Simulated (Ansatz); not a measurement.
A run of Ansatz (development build ahead of 0.2.0) on triplet C10H6 at this shape:

| atom | x (Å) | y (Å) | z (Å) |
| --- | --- | --- | --- |
| C | 0.0000 | 1.4000 | 0.0000 |
| C | 1.2124 | 0.7000 | 0.0000 |
| C | 1.2124 | -0.7000 | 0.0000 |
| C | 0.0000 | -1.4000 | 0.0000 |
| C | -1.2124 | -0.7000 | 0.0000 |
| C | -1.2124 | 0.7000 | 0.0000 |
| C | 2.4249 | 1.4000 | 0.0000 |
| C | 3.6373 | 0.7000 | 0.0000 |
| C | 3.6373 | -0.7000 | 0.0000 |
| C | 2.4249 | -1.4000 | 0.0000 |
| H | 0.0000 | -2.4850 | 0.0000 |
| H | -2.1521 | -1.2425 | 0.0000 |
| H | 2.4249 | 2.4850 | 0.0000 |
| H | 4.5769 | 1.2425 | 0.0000 |
| H | 4.5769 | -1.2425 | 0.0000 |
| H | 2.4249 | -2.4850 | 0.0000 |

Its results:

- Converged: yes
- Total energy: -384.11148 hartree
- Spin squared of the determinant: 2.010
- Stability test: minimum

(1) Which input gives this output? Name the method, the orbitals and the basis set, and write the input.

Results:

(1) ωB97X (unrestricted) in def2-SVP.

```yaml
crystal:
  periodic: [false, false, false]
  atoms:
    - { symbol: C, position_ang: [0.0, 1.4, 0.0] }
    - { symbol: C, position_ang: [1.21244, 0.7, 0.0] }
    - { symbol: C, position_ang: [1.21244, -0.7, 0.0] }
    - { symbol: C, position_ang: [0.0, -1.4, 0.0] }
    - { symbol: C, position_ang: [-1.21244, -0.7, 0.0] }
    - { symbol: C, position_ang: [-1.21244, 0.7, 0.0] }
    - { symbol: C, position_ang: [2.42487, 1.4, 0.0] }
    - { symbol: C, position_ang: [3.63731, 0.7, 0.0] }
    - { symbol: C, position_ang: [3.63731, -0.7, 0.0] }
    - { symbol: C, position_ang: [2.42487, -1.4, 0.0] }
    - { symbol: H, position_ang: [0.0, -2.485, 0.0] }
    - { symbol: H, position_ang: [-2.15207, -1.2425, 0.0] }
    - { symbol: H, position_ang: [2.42487, 2.485, 0.0] }
    - { symbol: H, position_ang: [4.57694, 1.2425, 0.0] }
    - { symbol: H, position_ang: [4.57694, -1.2425, 0.0] }
    - { symbol: H, position_ang: [2.42487, -2.485, 0.0] }
basis:
  gaussian: { orbitals: def2-SVP }
magnetization:
  spin_polarized: true
  initial_magnetization: 2
hamiltonian:
  xc: { name: wB97X }
```

Caution: another spin multiplicity may lie lower.
